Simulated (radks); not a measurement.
Task: The mean radii <r> (bohr) of the occupied orbitals of an atom or ion are listed with their occupations. Calculated with a radial shooting solver on a logarithmic mesh with Libxc functionals: scalar-relativistic Kohn-Sham, r2SCAN, spin-polarised, spherical densities, finite nucleus; meta-GGA in the generalised Kohn-Sham scheme; Fermi nuclear charge, rms radius of each element as measured or else 0.836 A^(1/3) + 0.57 fm.

| orbital | occ. | <r> |
|---|---|---|
| 1s up | 1 | 0.03249 |
| 1s down | 1 | 0.03246 |
| 2s up | 1 | 0.1338 |
| 2s down | 1 | 0.1341 |
| 2p up | 1 | 0.1150 |

Name the element and its charge. Open shells, if any, are filled with parallel spins first.

Result: Z = 45, rhodium, charge +40: Rh40+ in [He] 2s2 2p1. The 1s radius gives Z: for a bare nucleus <r> = (2 gamma + 1)/(2Z) with gamma = sqrt(1 - (Z/c)^2), 0.0321 bohr for Z = 45, and screening makes it slightly larger (0.03249 here). The occupations add up to 5, and the charge is Z minus that.
